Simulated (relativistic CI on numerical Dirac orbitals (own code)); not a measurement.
# Crystal-field levels of Os4+, 5d4

Calculated by Dirac-Coulomb-Breit CI, separate exchange-only KLI orbitals for each configuration, QED by a radiative potential, valence Slater integrals scaled by 0.7, one configuration in a parametric crystal field (own radial code).

Field parameters in Wybourne normalisation: D4h B²₀ = −7Ds, B⁴₀ = 21(Dq − Dt), B⁴₄ = 21√(5/14) Dq. The field is a parameter set, without covalency.

S is read from ⟨S²⟩ = S(S + 1).

Levels (cm⁻¹, degeneracy): 0 (1), 4040 (2), 4568 (1), 7046 (1), 7057 (2), 7253 (1), 7476 (1), 15002 (1), 15414 (1), 15783 (2), 16468 (1), 25203 (1).

(1) Which field gives this pattern?
A. D4h, 10Dq = 15500, Ds = 690, Dt = 200 cm⁻¹
B. D4h, 10Dq = 40450, Ds = 180, Dt = 160 cm⁻¹
C. D4h, 10Dq = 37500, Ds = 260, Dt = 380 cm⁻¹
D. D4h, 10Dq = 19550, Ds = -250, Dt = -780 cm⁻¹

## Answers

(1) C. D4h, 10Dq = 37500, Ds = 260, Dt = 380 cm⁻¹, ground level with S = 1.01.
